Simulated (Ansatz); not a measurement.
AlCl₄, charge -1, singlet, geometry from GFN2-xTB (such geometries of metal compounds can be far from the true shape) (a gas-phase anion, which may not be bound at this level); CAM-B3LYP/aug-cc-pVDZ run with Ansatz (an electronic-structure program).

Here is a job for Ansatz.
Ansatz 0.2 input:
```yaml
crystal:
  periodic: [false, false, false]
  atoms:
    - {symbol: Cl, position_ang: [-1.65839443, -0.37089430, -1.25730454]}
    - {symbol: Al, position_ang: [0.00000000, 0.00000000, 0.00000000]}
    - {symbol: Cl, position_ang: [0.00812152, 2.03452580, 0.57383638]}
    - {symbol: Cl, position_ang: [1.78590719, -0.44613033, -1.03930391]}
    - {symbol: Cl, position_ang: [-0.13563427, -1.21750117, 1.72277208]}
basis:
  gaussian:
    orbitals: aug-cc-pVDZ
    final_grid: {core_spheres: 14, valence_spheres: 28, degree: 59}
hamiltonian:
  xc: cam_b3lyp
total_charge: -1
```

**Question.** What does Ansatz print? Leave out banner, timings and long lists.

**Answer.** 
```
Functional definition: CAM-B3LYP
1337 factors; integrals over basis functions are off by at most 1.4e-4 eV
481 factors; integrals over basis functions are off by at most 1.5e-5 eV
mean field evaluation 1: about -56699.8022 eV, gradient 1.4e1 eV
mean field evaluation 2: about -56700.0863 eV, gradient 1.2e1 eV
mean field evaluation 4: about -56700.4577 eV, gradient 4.0e-1 eV
mean field evaluation 8: about -56700.5232 eV, gradient 6.5e-4 eV
mean field -56700.52320697 eV, -2083.7057948611 hartree, gradient 1.0e-5 eV, S^2 0.000000; 0 other end points of the search recorded, 0 dependent functions left out
reference -56700.52333455 eV, -2083.7057995495 hartree; 41, 41 occupied and 94, 94 virtual orbitals, 1337 factors
Total energy: -56700.52333455 eV, -2083.7057995495 hartree
```
